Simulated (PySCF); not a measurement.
C$_{6}$H$_{13}$N$_{2}$, doublet, geometry from GFN2-xTB; DF-PBE-D3BJM/3-21G run with PySCF.

The PySCF input:
```python
from pyscf import gto, scf, dft

mol = gto.Mole()
mol.atom = '''
    C     2.75695495    0.06175012    0.50308770
    C     1.43990704    0.30051241   -0.17124707
    N     1.43853016    0.91157644   -1.31014185
    N     0.36306617    0.00027161    0.50198493
    C    -0.99142069   -0.21126302    0.16025720
    C    -1.17888265   -1.10298505   -1.07675854
    C    -1.59666904   -0.92816789    1.38644891
    C    -1.72787853    1.13142671   -0.01564791
    H     3.52822685    0.64080000    0.00549270
    H     3.00622209   -0.99597748    0.43955306
    H     2.69453331    0.33682136    1.55207026
    H     0.55788060    1.03185870   -1.79175611
    H    -0.81798842   -0.61001216   -1.97657508
    H    -0.62590409   -2.03176232   -0.95428324
    H    -2.23228868   -1.33687939   -1.21012120
    H    -1.45057885   -0.32238581    2.27613724
    H    -2.65972820   -1.09229400    1.23396434
    H    -1.10549810   -1.88612231    1.53479096
    H    -1.36095661    1.65905144   -0.89312157
    H    -2.79452660    0.95498935   -0.13043575
    H    -1.56263388    1.76133654    0.85454107
'''
mol.basis = '3-21g'
mol.spin = 1
mol.verbose = 4
mol.build()

mf = dft.UKS(mol)
mf.xc = 'pbe'
mf.disp = 'd3bjm'
mf = mf.density_fit(auxbasis='def2-universal-jkfit')
mf.kernel()
mf.analyze()
```

What the program printed (banner, timings and long lists left out):

```
PySCF version 2.14.0

[INPUT] verbose = 4
[INPUT] num. atoms = 21
[INPUT] num. electrons = 63
[INPUT] charge = 0
[INPUT] spin (= nelec alpha-beta = 2S) = 1
[INPUT] symmetry False subgroup None
[INPUT] Mole.unit = angstrom
[INPUT] Symbol           X                Y                Z      unit          X                Y                Z       unit  Magmom
[...]
nuclear repulsion = 394.128545946922
number of shells = 66
number of NR pGTOs = 159
number of NR cGTOs = 98
basis = 3-21g
ecp = {}

******** <class 'pyscf.df.df_jk.DFUKS'> ********
method = DFUKS
initial guess = minao
damping factor = 0
level_shift factor = 0
DIIS = <class 'pyscf.scf.diis.CDIIS'>
diis_start_cycle = 1
diis_space = 8
diis_damp = 0
SCF conv_tol = 1e-09
SCF conv_tol_grad = None
SCF max_cycles = 50
direct_scf = False
number electrons alpha = 32  beta = 31
XC library pyscf.dft.libxc version 7.1.2
    S. Lehtola, C. Steigemann, M. J. T. Oliveira, and M. A. L. Marques,  SoftwareX 7, 1–5 (2018)
XC functionals = pbe
    J. P. Perdew, K. Burke, and M. Ernzerhof,  Phys. Rev. Lett. 77, 3865 (1996)
    J. P. Perdew, K. Burke, and M. Ernzerhof,  Phys. Rev. Lett. 78, 1396 (1997)
    J. P. Perdew, K. Burke, and M. Ernzerhof,  Phys. Rev. Lett. 77, 3865 (1996)
    J. P. Perdew, K. Burke, and M. Ernzerhof,  Phys. Rev. Lett. 78, 1396 (1997)
radial grids:
    Treutler-Ahlrichs [JCP 102, 346 (1995); DOI:10.1063/1.469408] (M4) radial grids

becke partition: Becke, JCP 88, 2547 (1988); DOI:10.1063/1.454033
pruning grids: <function nwchem_prune>
grids dens level: 3
symmetrized grids: False
atomic radii adjust function: <function treutler_atomic_radii_adjust>
small_rho_cutoff = 0
Set gradient conv threshold to 3.16228e-05
tot grids = 240016
Calc dispersion correction with DFTD3.
Parameters: xc=pbe, version=d3bjm, atm=False
init E= -344.005524223873

cycle= 1 E= -343.461921650922  delta_E= 0.544  |g|= 0.439  |ddm|= 3.12
cycle= 2 E= -343.261275441476  delta_E= 0.201  |g|= 0.774  |ddm|= 1.42
cycle= 3 E= -343.39167271999  delta_E= -0.13  |g|= 0.564  |ddm|= 1.25
cycle= 4 E= -343.565821034085  delta_E= -0.174  |g|= 0.0419  |ddm|= 0.722
cycle= 5 E= -343.566164672756  delta_E= -0.000344  |g|= 0.035  |ddm|= 0.0869
cycle= 6 E= -343.566757702984  delta_E= -0.000593  |g|= 0.00625  |ddm|= 0.0424
cycle= 7 E= -343.566775661209  delta_E= -1.8e-05  |g|= 0.00221  |ddm|= 0.0114
cycle= 8 E= -343.566778108902  delta_E= -2.45e-06  |g|= 0.000753  |ddm|= 0.00439
cycle= 9 E= -343.566778494116  delta_E= -3.85e-07  |g|= 0.000338  |ddm|= 0.00224
cycle= 10 E= -343.566778569971  delta_E= -7.59e-08  |g|= 0.00012  |ddm|= 0.000758
cycle= 11 E= -343.566778580736  delta_E= -1.08e-08  |g|= 5.4e-05  |ddm|= 0.000369
cycle= 12 E= -343.566778582919  delta_E= -2.18e-09  |g|= 1.64e-05  |ddm|= 0.000153
cycle= 13 E= -343.566778583214  delta_E= -2.95e-10  |g|= 1.18e-05  |ddm|= 7.87e-05
Extra cycle  E= -343.566778582767  delta_E= 4.47e-10  |g|= 3.16e-05  |ddm|= 5.39e-05
converged SCF energy = -343.566778582767  <S^2> = 0.7550704  2S+1 = 2.005064
**** SCF Summaries ****
Total Energy =                        -343.566778582766517
Nuclear Repulsion Energy =             394.128545946921633
One-electron Energy =                -1244.526996318792271
Two-electron Energy =                  506.854545450280909
Two-electron Coulomb Energy =          557.517175848775651
DFT Exchange-Correlation Energy =      -50.662630398494734
Empirical Dispersion Energy =           -0.022873661176826
**** MO energy ****
                             alpha | beta                alpha | beta
[...]
To work with the spin densities directly, `use mulliken_meta_spin()` only printing them here.

 ** Mulliken spin pop alpha/beta on meta-lowdin orthogonal AOs **
 ** Mulliken Spin Density (per AO)  **
spin_pop of  0 C 1s       -0.00000
spin_pop of  0 C 2s       -0.00059
spin_pop of  0 C 3s       -0.00004
spin_pop of  0 C 2px       0.00259
spin_pop of  0 C 2py       0.00034
spin_pop of  0 C 2pz       0.00009
spin_pop of  0 C 3px       0.00012
[...]
spin_pop of  5 C 3px      -0.00001
spin_pop of  5 C 3py       0.00003
spin_pop of  5 C 3pz      -0.00003
spin_pop of  6 C 1s       -0.00000
spin_pop of  6 C 2s        0.00576
spin_pop of  6 C 3s        0.00002
spin_pop of  6 C 2px       0.00549
spin_pop of  6 C 2py       0.00418
spin_pop of  6 C 2pz       0.01166
spin_pop of  6 C 3px       0.00041
spin_pop of  6 C 3py       0.00003
spin_pop of  6 C 3pz       0.00002
spin_pop of  7 C 1s       -0.00000
spin_pop of  7 C 2s        0.00455
spin_pop of  7 C 3s        0.00003
spin_pop of  7 C 2px       0.00973
spin_pop of  7 C 2py       0.02449
spin_pop of  7 C 2pz       0.00334
spin_pop of  7 C 3px      -0.00001
spin_pop of  7 C 3py       0.00025
spin_pop of  7 C 3pz      -0.00001
spin_pop of  8 H 1s        0.00099
spin_pop of  8 H 2s       -0.00009
spin_pop of  9 H 1s       -0.00174
spin_pop of  9 H 2s        0.00003
spin_pop of  10 H 1s       -0.00129
spin_pop of  10 H 2s       -0.00004
spin_pop of  11 H 1s       -0.00817
spin_pop of  11 H 2s        0.00032
spin_pop of  12 H 1s        0.00040
spin_pop of  12 H 2s       -0.00004
spin_pop of  13 H 1s        0.00121
spin_pop of  13 H 2s        0.00014
spin_pop of  14 H 1s       -0.00071
spin_pop of  14 H 2s       -0.00001
spin_pop of  15 H 1s       -0.00112
spin_pop of  15 H 2s        0.00004
spin_pop of  16 H 1s        0.00435
spin_pop of  16 H 2s        0.00005
spin_pop of  17 H 1s       -0.00051
spin_pop of  17 H 2s        0.00039
spin_pop of  18 H 1s       -0.00145
spin_pop of  18 H 2s       -0.00007
spin_pop of  19 H 1s        0.00262
spin_pop of  19 H 2s        0.00000
spin_pop of  20 H 1s       -0.00111
spin_pop of  20 H 2s       -0.00001
 ** Mulliken Spin Density (per atom)  **
spin density of  0 C =      0.00278
spin density of  1 C =     -0.05661
spin density of  2 N =      0.40457
spin density of  3 N =      0.59983
spin density of  4 C =     -0.01411
spin density of  5 C =     -0.00064
spin density of  6 C =      0.02759
spin density of  7 C =      0.04238
spin density of  8 H =      0.00090
spin density of  9 H =     -0.00170
spin density of  10 H =     -0.00132
spin density of  11 H =     -0.00784
spin density of  12 H =      0.00036
spin density of  13 H =      0.00135
spin density of  14 H =     -0.00072
spin density of  15 H =     -0.00108
spin density of  16 H =      0.00440
spin density of  17 H =     -0.00012
spin density of  18 H =     -0.00152
spin density of  19 H =      0.00262
spin density of  20 H =     -0.00112
 ** Mulliken pop alpha/beta on meta-lowdin orthogonal AOs **
 ** Mulliken pop       alpha | beta **
In total            32.00000 | 31.00000
 ** Mulliken atomic charges   ( Nelec_alpha | Nelec_beta ) **
charge of  0C =     -0.31894  (     3.16086      3.15808 )
charge of  1C =      0.18094  (     2.88123      2.93783 )
charge of  2N =     -0.34485  (     3.87471      3.47014 )
charge of  3N =     -0.21560  (     3.90771      3.30788 )
charge of  4C =      0.13298  (     2.92646      2.94057 )
charge of  5C =     -0.31590  (     3.15763      3.15827 )
charge of  6C =     -0.29404  (     3.16082      3.13323 )
charge of  7C =     -0.29719  (     3.16978      3.12741 )
charge of  8H =      0.12127  (     0.43981      0.43891 )
charge of  9H =      0.11546  (     0.44142      0.44312 )
charge of  10H =      0.11952  (     0.43958      0.44090 )
charge of  11H =      0.18560  (     0.40328      0.41112 )
charge of  12H =      0.09487  (     0.45274      0.45239 )
charge of  13H =      0.10626  (     0.44754      0.44619 )
charge of  14H =      0.10310  (     0.44809      0.44881 )
charge of  15H =      0.10898  (     0.44497      0.44605 )
charge of  16H =      0.09918  (     0.45261      0.44821 )
charge of  17H =      0.10470  (     0.44759      0.44771 )
charge of  18H =      0.09643  (     0.45103      0.45255 )
charge of  19H =      0.10490  (     0.44886      0.44624 )
charge of  20H =      0.11231  (     0.44328      0.44441 )
Dipole moment(X, Y, Z, Debye): -1.81746, -0.93587,  0.17002
```
